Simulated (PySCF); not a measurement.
# Dipole moment and polarisability of `C#CC#C[Si@@H](C=O)[SiH2]N`

C5H7NOSi2.
Numbering: `[CH:1]#[C:2][C:3]#[C:4][Si@@H:5]([CH:6]=[O:7])[SiH2:8][NH2:9]` (hydrogens: H10 on C1; H11 on Si5; H12 on C6; H13, H14 on Si8; H15, H16 on N9)

Structure used (GFN2-xTB), in Å, numbered top down from 1:
```xyz
16
C5H7NOSi2 angstrom
C      4.9406    0.0864   -0.7046
C      3.8144    0.1327   -0.2765
C      2.5454    0.1961    0.2010
C      1.4122    0.2770    0.6324
Si    -0.3312    0.3425    1.2315
C     -1.0396    1.8928    0.3340
O     -2.2294    2.0784    0.2277
Si    -1.6941   -1.4718    0.7791
N     -2.7976   -0.9089   -0.4097
H      5.9202    0.0446   -1.0761
H     -0.2416    0.7694    2.6400
H     -0.3407    2.6303   -0.1154
H     -1.0046   -2.6102    0.1634
H     -2.3070   -1.9668    2.0294
H     -3.1475    0.0356   -0.3527
H     -3.5071   -1.5193   -0.7798
```

Level: B3LYP/def2-SVPD (PySCF), static field, nuclei fixed, core orbitals frozen in the response. The polarisability tensor in these axes (au):

```
x   201.19   1.63 -24.70
y     1.63 108.39  -3.18
z   -24.70  -3.18 100.19
```

Q: Give the principal values, the mean and the anisotropy Δα = √{½[(α1 − α2)² + (α2 − α3)² + (α1 − α3)²]}.

A: Principal values 93.96, 108.86 and 206.96 au; mean 136.59 au = 20.24 Å³ = 22.52 × 10⁻⁴⁰ C²·m²/J; Δα = 106.34 au (78 % of the mean).

Q: What is the dipole moment, and where does it point?

A: (1.02, -0.84, -0.08) D, 1.32 D in size, pointing from the negative to the positive side. Measured along this direction, the outermost atoms are O7 at the negative end and H10 at the positive end.

Q: How large is μ²/3kT at 250 K beside α?

A: In Gaussian units μ²/3kT = 16.84 Å³ against 20.24 Å³, a ratio of 0.83; the Debye molar polarisation (4π/3)N_A(α + μ²/3kT) is 93.5 cm³/mol, leaving out the vibrational part.

Q: Estimate the molar refractivity from the static electronic polarisability.

A: Lorentz–Lorenz: R = (4π/3)N_A α = 2.5225 cm³/(mol·Å³) × 20.24 Å³ = 51.1 cm³/mol, in the limit of long wavelengths.

Q: Find the Langevin capture rate constant for O2+ (31.990 u) meeting this molecule (153.007 u), k = 2.342 × 10⁻⁹ cm³/s × √(α in Å³ / reduced mass in u).

A: The reduced mass is 26.46 u, so k = 2.05 × 10⁻⁹ cm³/s. The formula leaves out the permanent dipole, which adds to the capture rate.

The structure is a single GFN2-xTB conformer in the gas phase; no vibrational or solvent corrections.
